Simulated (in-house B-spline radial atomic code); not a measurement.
Configurations of neutral rhodium, with energies counted from [Kr] 4d8 5s1. All numbers are computed (scalar-relativistic (X2C) B3LYP, spin-polarised, spherical fractional occupations; Fermi nucleus of rms radius 4.4945 fm) with a B-spline radial code for spherical atoms, not measured. Shells without spins written out take the highest spin.

Caution: exact exchange at fractional occupations of open shells leaves self-interaction of up to several eV.

Occupations are held fixed; configurations that lie above the ionisation limit could autoionise.

```tsv
configuration	E - E(ref) (eV)	highest orbital	its <r> (bohr)
[Kr] 4d8 5d1	6.3307	5d up	10.87
[Kr] 4d(4 up, 4 down) 4f(0 up, 1 down)	8.2283	4f down	18.2
[Ar] 3d10 4s2 4p5 4d9 5s1	46.383	5s up	3.246
[Ar] 3d10 4s2 4p5 4d8 5s1 6p1	55.791	6p up	11.03
[Ar] 3d10 4s2 4p5 4d8 4f1 5s1	56.722	4f up	18.24
[Ar] 3d9 4s2 4p6 4d8 5s1 5f1	321.39	5f up	30.04
```

Q: Order these further configurations by energy, lowest first.
A. [Ar] 3d9 4s2 4p6 4d9 5s1
B. [Ar] 3d(5 up, 4 down) 4s2 4p6 4d(3 up, 5 down) 5s(1 up, 0 down) 5d(1 up, 0 down)
C. [Kr] 4d9
D. [Kr] 4d(5 up, 3 down) 5s(0 up, 1 down)
E. [Kr] 4d7 5s1 6d1

A: C (-0.5708 eV), D (0.33837 eV), E (8.9959 eV), A (309.9 eV), B (321.36 eV).

Q: How far above the reference does [Kr] 4d8 4f1 lie?

A: 6.9339 eV; its least bound orbital is 4f up with <r> = 18.2 bohr.

Q: How far above the reference does [Ar] 3d10 4s2 4p(3 up, 2 down) 4d(4 up, 5 down) 5s(0 up, 1 down) lie?

A: 47.411 eV; its least bound orbital is 5s down with <r> = 3.258 bohr.

Q: Is the reference the lowest configuration at this level of theory?

A: No: [Kr] 4d9 lies 0.5708 eV lower with this functional.
